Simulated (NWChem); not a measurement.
System: MgSiH4SO; SMILES [SiH3][O][Mg][SH]

Input file for NWChem:

```
start job
memory heap 200 mb stack 900 mb global 1100 mb
geometry units angstroms noautosym noautoz
  Mg    -0.353408     0.071958     0.604906
  S     -1.531250     1.898663     1.275871
  H     -1.871390     1.342982     2.434485
  O      0.645204    -0.836969    -0.502330
  Si     1.557994    -1.604602    -1.578857
  H      0.669975    -2.406934    -2.438986
  H      2.487138    -2.471060    -0.831608
  H      2.295021    -0.604625    -2.371501
end
basis spherical
  * library def2-svp
end
dft
  xc pbe0
  iterations 150
end
driver
  maxiter 120
end
task dft optimize
task dft freq
```

The optimisation ended at a saddle point (imaginary frequency).

The level has its own optimisation; frequencies are unscaled.

Give the results of this calculation. (PBE0/def2-SVP.) Quantities: r Mg–S (Å); r Mg–O (Å); r H–S (Å); r O–Si (Å); highest harmonic frequency (cm⁻¹); lowest (cm⁻¹); zero-point energy (kcal/mol); dipole (D).


```
Item                               Result
---------------------------------  ------
r Mg–S (Å)                          2.301
r Mg–O (Å)                          1.794
r H–S (Å)                           1.353
r O–Si (Å)                          1.637
highest harmonic frequency (cm⁻¹)    2705
lowest (cm⁻¹)                         -33
zero-point energy (kcal/mol)         23.8
dipole (D)                           0.91
```
